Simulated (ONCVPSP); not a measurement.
# Fe, ONCV: configuration errors across variants

```json
{
  "Element": "iron",
  "Generator": "ONCVPSP 4.0.1",
  "Type": "optimised norm-conserving Vanderbilt (ONCV)",
  "Functional": "PBE",
  "Relativity": "scalar-relativistic",
  "Frozen core": "[Ne]",
  "Valence charge": "16",
  "Reference configuration": "3s2 3p6 3d6 4s2",
  "Partial waves": "3s+4s: rc 1.40 bohr, ncon 4, nbas 8, qcut 9.2 1/bohr, 2 projectors; 3p: rc 1.05 bohr, ncon 4, nbas 8, qcut 10.6 1/bohr, 1 projector; 3d: rc 1.00 bohr, ncon 4, nbas 9, qcut 16.5 1/bohr, 2 projectors, debl 1.8 Ha",
  "Local potential": "polynomial inside 0.95 bohr (lpopt 5, dvloc0 0 Ha)",
  "Core correction": "Teter function, fcfact 4.25, rcfact 1.15"
}
```

All-electron excitation energies from the reference (eV): (1) 3s2 3p6 3d6 4s1 8.729; (2) 3s2 3p6 3d6 4s0 24.932; (3) 3s2 3p6 3d5 4s0 59.155; (4) 3s2 3p6 3d5 4s2 14.207.

Errors AE − PS in meV (a dash: test not solved or not reliable):

```csv
change,(1),(2),(3),(4),bound ghosts,GHOST(+) flags above zero
base,-0.4,-0.5,-4.3,+7.1,none,none
d: qcut 22.8,-0.4,-0.5,-4.7,+6.6,none,none
"p: rc 0.82; local potential polynomial inside 0.82 bohr (lpopt 5, dvloc0 0 Ha)",-0.4,-0.5,-4.9,+6.8,none,none
"all radii but the core radius scaled by about 1.34 (s 1.88, p 1.40, d 1.34 bohr); local potential polynomial inside 1.26 bohr (lpopt 5, dvloc0 0 Ha)",-0.5,-1.1,-2.6,+12,none,none
d: nbas 8,-0.4,-0.5,-4.4,+7.0,none,none
d: debl 0.45,-0.4,-0.5,-4.4,+7.0,none,none
"core correction Teter function, fcfact 4.25, rcfact 1.5",-0.4,-0.5,-4.4,+7.2,none,none
```

**Question.** Give the same row for: local potential polynomial inside 0.95 bohr (lpopt 5, dvloc0 3.5 Ha).

**Answer.** -0.4, -0.5, -4.0, +7.4; bound ghosts: none; GHOST(+) flags above zero: none.
